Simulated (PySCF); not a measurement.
GeH3N, SMILES [NH2][GeH] (connectivity only; charge and spin as stated), neutral, multiplicity 1. Geometry optimised at B3LYP-D3(BJ)/def2-TZVP.

TDDFT-LC-ωPBE/def2-TZVPD (PySCF 2.14.0) puts the lowest singlet excitations at 3.56, 6.00, 6.32, 6.76, 6.86, 7.12 eV.

Problem. What are the lowest excitation roots from PySCF with ADC(2)/aug-cc-pVDZ? (The exact figures need the calculation; the answer reports its results.)

Solution. 3.76, 5.19, 5.73, 6.12, 6.29, 6.88 eV. S1 differs by 0.20 eV (second minus first; roots are paired by order, and the bases may differ).
